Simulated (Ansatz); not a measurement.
```yaml
crystal:
  periodic: [false, false, false]
  atoms:
    - {symbol: B, position_ang: [-0.121470, 0.863249, -0.443554]}
    - {symbol: C, position_ang: [-1.069991, -0.242272, -0.813842]}
    - {symbol: N, position_ang: [-1.800262, -1.101471, -1.095876]}
    - {symbol: Si, position_ang: [1.126583, 0.033509, 0.924690]}
    - {symbol: H, position_ang: [0.512746, 1.176985, -1.421430]}
    - {symbol: H, position_ang: [-0.746184, 1.754778, 0.077791]}
    - {symbol: H, position_ang: [-2.241341, -1.994509, -1.122925]}
    - {symbol: H, position_ang: [1.885254, -1.135755, 0.388192]}
    - {symbol: H, position_ang: [0.414152, -0.453514, 2.143593]}
    - {symbol: H, position_ang: [2.123813, 1.047799, 1.366159]}
basis:
  gaussian: {orbitals: def2-TZVP}
hamiltonian: {xc: {name: PBE1PBE}}
output: {forces: true}
```

```sh
$ ansatz run in.yaml --threads 2 --pin off --events-out ev --progress --plain --max-ram 4352MiB
```

Output, abridged:

```
Error: YAML parse error: error: line 16 column 19: hamiltonian.xc: no functional is named "PBE1PBE"; the names, which are not case-sensitive, are SVWN5, SPW92, PBE, PBE0, PBEsol, revPBE, revPBE0, RPBE, rPW86-PBE, HSE06, wPBEh, LC-wPBE, HISS, HF, BLYP, B3LYP, B3LYP5, BHLYP, CAM-B3LYP, r2SCAN, r2SCANh, r2SCAN0, r2SCAN50, m-r2SCAN, B97, wB97, wB97X, wB97X-V, B97M-V, wB97M-V, B2PLYP, B2GP-PLYP, PBE0-DH, PBE-QIDH
14 | basis:
15 |   gaussian: {orbitals: def2-TZVP}
16 | hamiltonian: {xc: {name: PBE1PBE}}
17 | output: {forces: true}
```

**Question.** Something in this input is off. What?

**Answer.** The method's name isn't one that the program takes here. The program refused the input.

HSE06 is defined as in plane-wave codes.
